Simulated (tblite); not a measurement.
C₇H₁₄AlF.
Numbering: `[CH3:1][CH2:2][C@@H:3]1[CH2:4][CH2:5][CH2:6][C@H:7]1[AlH:8][F:9]` (hydrogens: H10, H11, H12 on C1; H13, H14 on C2; H15 on C3; H16, H17 on C4; H18, H19 on C5; H20, H21 on C6; H22 on C7; H23 on Al8)

Computed with GFN2-xTB (tblite), gas phase: L-BFGS steps from a force-field or distance-geometry start until the largest atomic force falls under 0.01 eV/Å.

Step 33: E = -762.5928 eV
```
atom  x, y, z in Å  |  force x, y, z in eV/Å
C1      2.3976    0.8029   -0.1380    0.028   0.052   0.050
C2      1.5297   -0.1976   -0.8941    0.044   0.098  -0.012
C3      0.3227   -0.5939   -0.0555    0.051  -0.058  -0.103
C4     -0.5695   -1.6271   -0.7477   -0.089  -0.055   0.016
C5     -1.9335   -1.5039   -0.0512   -0.006   0.023   0.038
C6     -1.8886   -0.1626    0.7132   -0.111  -0.068  -0.021
C7     -0.6550    0.5764    0.1691   -0.055  -0.104  -0.040
Al8    -0.0578    2.2281    1.1264    0.032   0.012   0.022
F9      0.3528    3.5829    0.2705   -0.047   0.010   0.069
H10     3.4283    0.8116   -0.4844   -0.026  -0.036  -0.051
H11     2.0022    1.8163   -0.2512    0.006  -0.003  -0.003
H12     2.3931    0.5577    0.9261    0.121   0.004   0.015
H13     1.1748    0.2574   -1.8212    0.068  -0.039  -0.052
H14     2.1075   -1.0847   -1.1627    0.020  -0.023   0.102
H15     0.6654   -1.0053    0.9025   -0.046   0.077  -0.037
H16    -0.1741   -2.6409   -0.6773    0.043   0.050  -0.046
H17    -0.6600   -1.3601   -1.8048    0.013  -0.092   0.063
H18    -2.7419   -1.5127   -0.7827   -0.003   0.012   0.020
H19    -2.1011   -2.3386    0.6321    0.010   0.061  -0.014
H20    -1.7682   -0.3472    1.7836   -0.018   0.022  -0.024
H21    -2.8102    0.4051    0.5733    0.036   0.050   0.036
H22    -0.9010    0.9210   -0.8553   -0.089   0.043  -0.014
H23    -0.1178    2.4421    2.6395    0.016  -0.035  -0.013
```

Step 34: E = -762.5981 eV
```
atom  x, y, z in Å  |  force x, y, z in eV/Å
C1      2.3981    0.8049   -0.1436    0.030   0.076   0.063
C2      1.5274   -0.1962   -0.8913    0.051   0.072  -0.051
C3      0.3218   -0.5932   -0.0524    0.057  -0.075  -0.092
C4     -0.5677   -1.6331   -0.7395   -0.083  -0.042   0.013
C5     -1.9375   -1.5042   -0.0539    0.021   0.035   0.067
C6     -1.8957   -0.1582    0.7037   -0.116  -0.056  -0.022
C7     -0.6558    0.5755    0.1680   -0.071  -0.081  -0.055
Al8    -0.0502    2.2188    1.1287    0.013   0.050   0.121
F9      0.3502    3.5851    0.2871   -0.040   0.011   0.061
H10     3.4218    0.8266   -0.5099   -0.029  -0.036  -0.039
H11     1.9890    1.8137   -0.2428    0.006   0.041  -0.012
H12     2.4134    0.5557    0.9185    0.132  -0.017   0.040
H13     1.1727    0.2555   -1.8184    0.039  -0.011  -0.097
H14     2.1074   -1.0797   -1.1611    0.033  -0.083   0.101
H15     0.6689   -0.9938    0.9070   -0.048   0.027   0.002
H16    -0.1692   -2.6459   -0.6600    0.016   0.071  -0.044
H17    -0.6541   -1.3733   -1.7983    0.024  -0.095   0.050
H18    -2.7426   -1.5175   -0.7920    0.051  -0.004   0.085
H19    -2.1042   -2.3304    0.6402   -0.021   0.047  -0.055
H20    -1.7878   -0.3340    1.7777   -0.021   0.010  -0.054
H21    -2.8132    0.4125    0.5491    0.035   0.045   0.043
H22    -0.8943    0.9217   -0.8564   -0.103   0.054  -0.051
H23    -0.1032    2.4163    2.6495    0.024  -0.040  -0.073
```

Question: Estimate the geometry and energy of step 35. (The exact step hangs on the optimiser's Hessian estimate; all steps are aligned on step 34, rigid shifts and turns removed.)

Answer: E = -762.6045 eV, largest force 0.191 eV/Å
```
atom  x, y, z in Å  |  force x, y, z in eV/Å
C1      2.4004    0.8088   -0.1488    0.004   0.060   0.046
C2      1.5267   -0.1936   -0.8886    0.044   0.013  -0.070
C3      0.3211   -0.5926   -0.0511    0.027  -0.048  -0.044
C4     -0.5674   -1.6401   -0.7296   -0.034  -0.007   0.007
C5     -1.9426   -1.5041   -0.0560    0.049   0.030   0.076
C6     -1.9056   -0.1542    0.6929   -0.058  -0.017  -0.030
C7     -0.6586    0.5735    0.1658   -0.059  -0.010  -0.067
Al8    -0.0410    2.2091    1.1322   -0.027   0.049   0.183
F9      0.3458    3.5887    0.3071   -0.030   0.014   0.053
H10     3.4138    0.8432   -0.5401   -0.008  -0.024  -0.027
H11     1.9755    1.8111   -0.2333    0.003   0.104  -0.012
H12     2.4405    0.5539    0.9100    0.135  -0.037   0.067
H13     1.1744    0.2529   -1.8173    0.010   0.020  -0.139
H14     2.1083   -1.0756   -1.1558    0.050  -0.129   0.092
H15     0.6717   -0.9789    0.9112   -0.045  -0.033   0.037
H16    -0.1644   -2.6499   -0.6402   -0.008   0.052  -0.033
H17    -0.6488   -1.3900   -1.7897    0.028  -0.086   0.000
H18    -2.7433   -1.5232   -0.8008    0.088  -0.019   0.132
H19    -2.1082   -2.3201    0.6487   -0.061  -0.001  -0.071
H20    -1.8103   -0.3202    1.7693   -0.023  -0.007  -0.047
H21    -2.8165    0.4202    0.5228   -0.005   0.057   0.041
H22    -0.8896    0.9241   -0.8578   -0.115   0.055  -0.086
H23    -0.0868    2.3838    2.6592    0.036  -0.036  -0.108
```

The energy changes by -0.0064 eV. The first-order estimate −F·Δx gives -0.0087 eV and the mean of the old and new forces, exact on a quadratic surface, -0.0064 eV. The step makes an angle of 78° with the force vector and moves no atom by more than 0.038 Å.

The cost below is that of the whole relaxation. Hardware: one thread of an Arm Neoverse N1, shared host. Cost: 2.2 s wall.
